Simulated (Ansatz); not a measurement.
```xyz
7

N    -0.334   -0.350   -1.104
Si    0.219    0.375    0.313
S    -0.785    0.153    2.139
S     1.171   -0.725    1.821
H    -0.277    0.110   -1.995
H    -0.750   -1.264   -1.140
H     0.758    1.702   -0.033
```

Charge 0, multiplicity 1.

List the r2SCAN/def2-TZVPP orbital energies in eV (Ansatz 0.2.0). (Best estimate.)

The calculation gave: Occupied: -2409.37, -2409.37, -1792.32, -385.57, -213.74, -213.74, -157.88, -157.87, -157.71, -157.71, -157.58, -157.58, -142.63, -97.53, -97.48, -97.46, -22.99, -20.67, -16.01, -13.78, -13.36, -10.80, -9.80, -8.89, -8.27, -7.83, -6.70, -5.21. Lowest empty: -2.32, -0.04, -0.04, 0.45, 1.38, 2.08, 2.67, 2.98.
